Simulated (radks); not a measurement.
The xenon ion Xe+, configuration [Kr] 4d10 5s2 5p4 5f1 (not the ground configuration). All-electron calculation, scalar-relativistic Kohn-Sham, BLYP, spin-polarised, spherical densities, point nucleus; open shells are filled with parallel spins first (spin-orbit coupling, left out, can overturn this in heavy ions). Program: a radial shooting solver on a logarithmic mesh with Libxc functionals.

Radial electron density D(r) = 4 pi r^2 rho(r):

r (bohr)  D(r) (e/bohr)   spin D(r)
0.001305          3.317  -0.0000176
0.001827          5.811  -0.0000290
0.002556          9.956  -0.0000435
0.003577          16.53  -0.0000518
0.005006          26.25  -0.0000153
0.006949          38.89    0.000186
0.009723          53.54    0.000925
0.01361           65.87     0.00315
0.01904           70.37     0.00890
0.02664           65.68      0.0214
0.03728           61.39      0.0417
0.05217           71.68      0.0596
0.07301           89.33      0.0477
0.1022            84.96     0.00303
0.143             66.28      0.0156
0.1984            72.45       0.113
0.2777            71.29      0.0741
0.3886            36.09      0.0307
0.5438            26.61       0.297
0.7609            28.19       0.149
1.065             13.89       0.157
1.49              6.164        1.07
2.085             3.660        1.26
2.918             1.195       0.503
4.083            0.1645      0.0846
5.713          0.006989     0.00435
7.931           0.01826      0.0182
11.1             0.1193       0.119
15.53           0.05537      0.0554
21.73          0.003716     0.00372

D(r) has 5 maxima, at r = 0.0186, 0.0823, 0.237, 0.675, 11.6 bohr, and minima at 0.0361, 0.155, 0.494 bohr, inside which lie 1.97, 11.14, 28.99 electrons.
